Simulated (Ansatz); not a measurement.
Ca3, relaxed as a triplet with UKS PBE0/def2-TZVP in Ansatz, starting from the PBE0/def2-TZVP geometry of the neutral singlet. Force threshold 0.02 eV/Å.

At PBE0/def2-TZVP a singlet of charge 0 lies 0.51 eV below the triplet, each at its own geometry. The structure comes from a short search, and lower isomers may exist.

Start:

```xyz
3

Ca   -1.883   -0.509    1.153
Ca    1.956   -1.031    0.508
Ca   -0.073    1.540   -1.661
```

| step | energy (eV) | largest force component (eV/Å) | SCF passes |
| --- | --- | --- | --- |
| 1 | -55297.1842 | 0.576 | 133 |
| 2 | -55297.2645 | 0.472 | 63 |
| 3 | -55297.3624 | 0.107 | 58 |
| 4 | -55297.3652 | 0.035 | 59 |
| 5 | -55297.3656 | 0.002 | 50 |

Force components are those of the run's own axes.

End:

```xyz
3

Ca   -1.749   -0.397    0.988
Ca    1.908   -1.005    0.495
Ca   -0.159    1.403   -1.483
```

By distances, no bond broke or formed. The bond that changes most is Ca1–Ca3, from 3.92 to 3.45 Å (atoms count from 1).

No frequencies were taken in this run, so the end may be a saddle point.

It took 22 s on 4 threads of Arm Neoverse V2 on a shared host.
